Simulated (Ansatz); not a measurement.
MgI2⁺. Charge 1, multiplicity 2. Geometry r2SCAN-D4/def2-TZVP, that of the neutral singlet.

```xyz
3

Mg   -0.001    0.000   -0.002
I     1.209    2.145   -0.581
I    -1.208   -2.145    0.583
```

In the def2 sets I takes a core potential; there is no spin–orbit coupling. At PBE-D4/def2-TZVP the gap within one spin of the charge 1 doublet nearly closes, so an electron or hole may be smeared out by delocalisation error.

(1) Estimate the α-spin orbital energies around the gap (eV) in Ansatz with PBE-D4/def2-TZVP, r2SCAN-D4/def2-TZVP, PBE0-D4/def2-TZVP.

## Answers

(1) 
```csv
orbital,PBE-D4/def2-TZVP,r2SCAN-D4/def2-TZVP,PBE0-D4/def2-TZVP
HOMO−5,-13.64,-13.90,-14.83
HOMO−4,-12.87,-13.19,-14.02
HOMO−3,-12.46,-12.86,-13.71
HOMO−2,-12.37,-12.78,-13.62
HOMO−1,-11.94,-12.24,-13.13
HOMO,-11.83,-12.14,-13.02
LUMO,-7.34,-6.86,-6.61
LUMO+1,-6.04,-5.62,-5.36
LUMO+2,-5.87,-5.46,-5.19
LUMO+3,-3.60,-2.89,-2.97
LUMO+4,-3.19,-2.32,-2.47
LUMO+5,-2.76,-2.24,-2.14
β HOMO,-11.69,-11.89,-12.20
β LUMO,-11.69,-11.77,-11.33
```
